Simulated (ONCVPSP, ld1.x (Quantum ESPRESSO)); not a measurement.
# Potentials for Si compared

Generated with ld1.x 7.5 (TM, RRKJ, ultrasoft, PAW), atompaw 4.2 or ONCVPSP 4.0.1. The cutoff is in Ry: for ld1.x and atompaw files where the sum of valence levels is converged to 10 mRy in a Bessel basis, for ONCV files where the hardest occupied wave has 1 mHa per electron of residual kinetic energy. The error is the largest all-electron minus pseudo excitation energy over each file’s own four to seven test configurations (ionisations up to +4, promotions, holes and added fractions of an electron), all of which were solved. The labels leave out finer settings (local radius, basis sizes, second energies), which also bear on the numbers. Spin-polarised tests are not counted. The rows are a selection from randomly drawn settings: files with unsolved tests, undetermined cutoffs or missed reference levels are left out.

A true bound ghost makes a file unfit for plane-wave use even where its test errors are small: the radial tests pick states by their node count and pass the ghost by.

| potential | cutoff (Ry) | largest error (meV) | bound ghosts |
| --- | --- | --- | --- |
| TM, PBE, non-relativistic, rc 1.15/1.95/2.15 (spd), local d, core correction yes, reference 3s2 3p0 | 60 | +27 | none |
| TM, PBE, scalar-relativistic, rc 1.55/1.90/1.80 (spd), local d, core correction no, reference 3s2 3p0 | 15 | +59 | none |
| ultrasoft, PBE, non-relativistic, rc 2.15/2.15/1.95 (spd), local smoothed, core correction yes, reference 3s1.5 3p2.5 | 8 | +81 | none |
| ultrasoft, PBE, scalar-relativistic, rc 1.95/1.70/1.45 (spd), local smoothed, core correction no, reference 3s2 3p2 | 6 | +52 | none |
| ONCV, PBEsol, non-relativistic, rc 0.95/0.80 (sp), local smoothed, core correction yes, reference 2s2 2p6 3s2 3p2, qcut 16.1/16, projectors 2/2 | 216 | -229 | none |

Problem. Fill in the row for Si: TM, PBE, non-relativistic, rc 2.32/1.92 (sp), local s, core correction no, reference 3s2 3p2.

Solution. cutoff 10 Ry, largest error +88 meV, bound ghosts: none.

Problem. Fill in the row for Si: ONCV, PBEsol, scalar-relativistic, rc 1.40/2.25 (sp), local smoothed, core correction yes, reference 3s2 3p2, qcut 5.1/3, projectors 2/2.

Solution. cutoff 16 Ry, largest error -5.0 meV, bound ghosts: s.
